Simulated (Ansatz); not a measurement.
Two isomers of C2H5NSi: A = `C#CN[SiH3]`, B = `C1=C[SiH2]N1`.

Gas-phase electronic energies from Ansatz, PBE0-D4/def2-TZVP geometries. CCSD(T)/CBS adds triple-zeta CCSD(T) − MP2 to the extrapolated MP2 energy (def2 sets, frozen cores). Functionals use def2-TZVPP. B3LYP here is the variant with VWN-RPA as its local correlation; programs differ in this.

Q: Which is lower in electronic energy at CCSD(T)/CBS, and by how much? (An estimate is asked.)

A: Computed: B, by 18.7 kcal/mol.

Q: Give E(B) − E(A) in kcal/mol with CCSD(T)/def2-SVP, B3LYP-D4, B2PLYP, CCSD(T)/def2-TZVPP, B3LYP, PBE-D4, ωB97M-V. (An estimate is asked.)

A: Computed: CCSD(T)/def2-SVP -15.8, B3LYP-D4 -15.9, B2PLYP -16.0, CCSD(T)/def2-TZVPP -18.2, B3LYP -15.3, PBE-D4 -21.6, ωB97M-V -19.5. None reverses the order clearly.

Q: Does the order hold for the free energy at 298.15 K (harmonic terms from PBE0-D4)? (Estimate.)

A: Computed: Yes: G(B) − G(A) = -14.1 kcal/mol.

Largest T1 diagnostic: 0.013.

In def2-TZVPP, CCSD(T) changes the Hartree–Fock value by −6.3 kcal/mol (the triples alone add −0.9 kcal/mol) and MP2 by −6.2 kcal/mol. At CCSD(T), def2-SVP lies +2.9 kcal/mol from the extrapolated value and def2-TZVPP +0.5 kcal/mol.
